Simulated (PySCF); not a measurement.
# Ionisation energy of Zn⁺ by level of theory

Zn⁺ [Ar] 3d10 4s1 (2S) → Zn²⁺ [Ar] 3d10 (1S), as a difference of total energies. All numbers are calculated (PySCF 2.14, the spin-free X2C one-electron Hamiltonian (Gaussian nucleus), in ANO-RCC-VTZP (6s5p3d2f1g, 59 functions)). Correlated levels: valence and next inner shell: [Ne] frozen. The calculations carry no spin-orbit coupling.

Problem. Order these methods by the ionisation energy they give, lowest first.
A. UHF
B. SCS-MP2 (valence and next inner shell)
C. CCSD(T) (valence and next inner shell)
D. CCSD (valence and next inner shell)

Solution. A (16.889 eV), B (17.811 eV), D (17.836 eV), C (17.920 eV).

Errors of the correlated levels include the incompleteness of this basis and the frozen core.

For comparison: 17.964 eV (measured; NIST Atomic Spectra Database, ionization energies).
